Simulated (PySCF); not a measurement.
**Frontier levels across methods**

Compound: C₆H₅F.
Numbering: `[CH:1]#[C:2][C:3](=[CH2:4])/[CH:5]=[CH:6]/[F:7]` (hydrogens: H8 on C1; H9, H10 on C4; H11 on C5; H12 on C6)

Structure used (PBE0-D3(BJ)/def2-SVP), in Å, numbered top down from 1:
```
atom  x, y, z in Å
C1    -1.9730    0.4245   -1.4103
C2    -1.1879    0.0419   -0.5685
C3    -0.2405   -0.3907    0.4185
C4    -0.6211   -1.2306    1.4044
C5     1.1320    0.1078    0.3249
C6     1.5604    0.9360   -0.6302
F7     2.8144    1.3628   -0.6730
H8    -2.6806    0.7511   -2.1499
H9    -1.6468   -1.5957    1.4720
H10    0.0957   -1.5620    2.1594
H11    1.8425   -0.2212    1.0878
H12    0.9393    1.3264   -1.4417
```

Basis pcSseg-1 throughout (PySCF), one geometry. One conformer (not necessarily the lowest) at the PBE0-D3(BJ)/def2-SVP geometry, without solvent, vibrations or thermal averaging.

Q: How do the orbital energies, the gap and the dipole change with the method?

A: 
```csv
method,kind,HOMO (eV),LUMO (eV),gap (eV),μ (D),SCF cycles
BLYP,GGA,-5.59,-2.04,3.55,0.83,16
B97-D,GGA,-5.70,-2.11,3.59,0.87,16
PBE,GGA,-5.76,-2.20,3.56,0.80,16
B3LYP,global hybrid,-6.58,-1.53,5.05,1.04,15
mPW1PW91,global hybrid,-6.82,-1.36,5.45,1.07,14
BHandHLYP,global hybrid,-7.64,-0.29,7.35,1.28,14
CAM-B3LYP,range-separated hybrid,-7.99,-0.24,7.75,1.14,14
HF,Hartree–Fock,-8.87,2.37,11.24,1.49,13
```

The HOMO spans 3.28 eV, from BLYP down to HF, and the gap runs from 3.55 eV (BLYP) to 11.24 eV (HF). Over the methods BLYP (0 %), B97-D (0 %), PBE (0 %), B3LYP (20 %), mPW1PW91 (25 %), BHandHLYP (50 %), HF (100 %), a straight line through the gap against the share of exact exchange rises by 0.77 eV for each 10 % (correlation coefficient 1.000). The dipole ranges from 0.80 D (PBE) to 1.49 D (HF). This basis has no diffuse functions.
